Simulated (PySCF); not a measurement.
Isomers of C5H8O4, mass 132.042 u with the commonest isotopes. Method used: PBE0/pcSseg-1 in PySCF (dipole) on a GFN2-xTB geometry, gas phase. One conformer each, none proved a minimum here; rigid rotors.

Question: Order these by rotational constant C, largest first.
A. `[CH3:1][C:2](=[O:3])[O:4][CH:5]1[O:6][CH2:7][CH2:8][O:9]1` with C1–C2–O4–C5 179°, C2–O4–C5–O6 -119°, O4–C5–O6–C7 -85°, C5–O6–C7–C8 -20°, O6–C7–C8–O9 1°, C7–C8–O9–C5 19°
B. `[O:1]=[C:2]([OH:3])[C@@H:4]1[CH2:5][CH2:6][O:7][CH2:8][O:9]1` with O1–C2–O3–H -1°, O1–C2–C4–C5 -31°, C2–C4–C5–C6 -77°, C4–C5–C6–O7 -53°, C5–C6–O7–C8 59°, C6–O7–C8–O9 -61°
C. `[CH3:1][O:2][C:3](=[O:4])[C@@H:5]([CH3:6])[O:7][CH:8]=[O:9]` with C1–O2–C3–O4 -3°, O2–C3–C5–C6 96°, C3–C5–O7–C8 54°, C5–O7–C8–O9 2°
D. `[CH3:1][O:2][C:3](=[O:4])[CH2:5][O:6][C:7]([CH3:8])=[O:9]` with C1–O2–C3–O4 2°, O2–C3–C5–O6 163°, C3–C5–O6–C7 -63°, C5–O6–C7–C8 174°
E. `[CH3:1][O:2][C:3](=[O:4])[CH2:5][C:6](=[O:7])[O:8][CH3:9]` with C1–O2–C3–O4 -2°, O2–C3–C5–C6 -102°, C3–C5–C6–O7 77°, C5–C6–O8–C9 177°

Answer: B (1198 MHz), C (1053 MHz), A (978.6 MHz), D (893.8 MHz), E (815.6 MHz).

Question: Order these by rotational constant A, largest first.
A. `[O:1]=[C:2]([OH:3])[CH:4]1[CH2:5][O:6][CH2:7][O:8][CH2:9]1` with O1–C2–O3–H 0°, O1–C2–C4–C5 -58°, C2–C4–C5–O6 173°, C4–C5–O6–C7 -58°, C5–O6–C7–O8 61°, O6–C7–O8–C9 -61°
B. `[CH3:1][O:2][C:3](=[O:4])[C@@H:5]([CH3:6])[O:7][CH:8]=[O:9]` with C1–O2–C3–O4 -3°, O2–C3–C5–C6 96°, C3–C5–O7–C8 54°, C5–O7–C8–O9 2°
C. `[CH3:1][O:2][C:3](=[O:4])[CH2:5][O:6][C:7]([CH3:8])=[O:9]` with C1–O2–C3–O4 2°, O2–C3–C5–O6 163°, C3–C5–O6–C7 -63°, C5–O6–C7–C8 174°
D. `[O:1]=[C:2]([OH:3])[C@@H:4]1[CH2:5][CH2:6][O:7][CH2:8][O:9]1` with O1–C2–O3–H -1°, O1–C2–C4–C5 -31°, C2–C4–C5–C6 -77°, C4–C5–C6–O7 -53°, C5–C6–O7–C8 59°, C6–O7–C8–O9 -61°
E. `[CH3:1][O:2][C:3](=[O:4])[CH2:5][C:6](=[O:7])[O:8][CH3:9]` with C1–O2–C3–O4 -2°, O2–C3–C5–C6 -102°, C3–C5–C6–O7 77°, C5–C6–O8–C9 177° (dimethyl malonate)
F. `[CH3:1][C:2](=[O:3])[O:4][CH:5]1[O:6][CH2:7][CH2:8][O:9]1` with C1–C2–O4–C5 179°, C2–O4–C5–O6 -119°, O4–C5–O6–C7 -85°, C5–O6–C7–C8 -20°, O6–C7–C8–O9 1°, C7–C8–O9–C5 19°

Answer: C (3950 MHz), F (3792 MHz), E (3706 MHz), A (3524 MHz), D (2745 MHz), B (2304 MHz).

Question: Order these by rotational constant B, smallest first.
A. `[CH3:1][O:2][C:3](=[O:4])[CH2:5][C:6](=[O:7])[O:8][CH3:9]` with C1–O2–C3–O4 -2°, O2–C3–C5–C6 -102°, C3–C5–C6–O7 77°, C5–C6–O8–C9 177°
B. `[CH3:1][O:2][C:3](=[O:4])[C@@H:5]([CH3:6])[O:7][CH:8]=[O:9]` with C1–O2–C3–O4 -3°, O2–C3–C5–C6 96°, C3–C5–O7–C8 54°, C5–O7–C8–O9 2°
C. `[CH3:1][O:2][C:3](=[O:4])[CH2:5][O:6][C:7]([CH3:8])=[O:9]` with C1–O2–C3–O4 2°, O2–C3–C5–O6 163°, C3–C5–O6–C7 -63°, C5–O6–C7–C8 174°
D. `[O:1]=[C:2]([OH:3])[CH:4]1[CH2:5][O:6][CH2:7][O:8][CH2:9]1` with O1–C2–O3–H 0°, O1–C2–C4–C5 -58°, C2–C4–C5–O6 173°, C4–C5–O6–C7 -58°, C5–O6–C7–O8 61°, O6–C7–O8–C9 -61°
E. `[O:1]=[C:2]([OH:3])[C@@H:4]1[CH2:5][CH2:6][O:7][CH2:8][O:9]1` with O1–C2–O3–H -1°, O1–C2–C4–C5 -31°, C2–C4–C5–C6 -77°, C4–C5–C6–O7 -53°, C5–C6–O7–C8 59°, C6–O7–C8–O9 -61°
F. `[CH3:1][C:2](=[O:3])[O:4][CH:5]1[O:6][CH2:7][CH2:8][O:9]1` with C1–C2–O4–C5 179°, C2–O4–C5–O6 -119°, O4–C5–O6–C7 -85°, C5–O6–C7–C8 -20°, O6–C7–C8–O9 1°, C7–C8–O9–C5 19°

Answer: A (877.5 MHz), C (928.0 MHz), F (1000 MHz), D (1068 MHz), B (1406 MHz), E (1470 MHz).

| SMILES | point group | Ia (u·Å²) | Ib (u·Å²) | Ic (u·Å²) | κ | μa (D) | μb (D) | μc (D) |
| --- | --- | --- | --- | --- | --- | --- | --- | --- |
| COC(=O)COC(C)=O | C1 | 127.94 | 544.60 | 565.46 | -0.98 | 0.79 | 1.55 | 0.01 |
| CC(=O)OC1OCCO1 | – | 133.28 | 505.28 | 516.43 | -0.98 | 1.87 | 3.33 | 0.06 |
| O=C(O)[C@@H]1CCOCO1 | C1 | 184.10 | 343.72 | 421.98 | -0.65 | 0.90 | 0.11 | 0.35 |
| COC(=O)CC(=O)OC | – | 136.36 | 575.96 | 619.61 | -0.96 | 0.03 | 0.01 | 0.58 |
| O=C(O)C1COCOC1 | Cs | 143.43 | 473.11 | 514.99 | -0.93 | 1.30 | 0.02 | 0.34 |
| COC(=O)[C@@H](C)OC=O | C1 | 219.39 | 359.57 | 480.00 | -0.44 | 0.58 | 1.99 | 1.21 |
